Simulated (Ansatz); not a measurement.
One change: `OC(O)CF` becomes `OC(O)[SiH3]`.

Ansatz, PBE0-D4/def2-TZVP geometries, multiplicity 1. Each molecule was computed in one conformer, which needn't be the lowest.

| property | `OC(O)CF` |
| --- | --- |
| size of the dipole moment (ωB97M-V/def2-TZVPP) / D | 1.34 |
| HOMO–LUMO gap (PBE/def2-TZVPP) / eV | 6.68 |
| HOMO–LUMO gap (ωB97M-V/def2-TZVPP) / eV | 13.33 |
| HOMO energy (PBE/def2-TZVPP) / eV | -6.65 |
| HOMO–LUMO gap (PBE0/def2-TZVPP) / eV | 9.35 |
| HOMO energy (B3LYP/def2-TZVPP) / eV | -8.15 |

What does the change do to each property? (An estimate is asked.)

The calculation gave: 
```tsv
property	`OC(O)[SiH3]`	shift
size of the dipole moment (ωB97M-V/def2-TZVPP) / D	0.47	-0.87
HOMO–LUMO gap (PBE/def2-TZVPP) / eV	5.99	-0.69
HOMO–LUMO gap (ωB97M-V/def2-TZVPP) / eV	12.22	-1.11
HOMO energy (PBE/def2-TZVPP) / eV	-6.36	0.29
HOMO–LUMO gap (PBE0/def2-TZVPP) / eV	8.33	-1.02
HOMO energy (B3LYP/def2-TZVPP) / eV	-7.65	0.50
```

With PBE0 the HOMO rises by 0.54 eV and the LUMO falls by 0.48 eV, so the gap narrows by about 1.02 eV. PBE moves the HOMO by 0.29 eV and ωB97M-V by 0.68 eV. Dipoles are sizes alone; their direction can turn.

B3LYP here is the variant with VWN-RPA as its local correlation; programs differ in this.
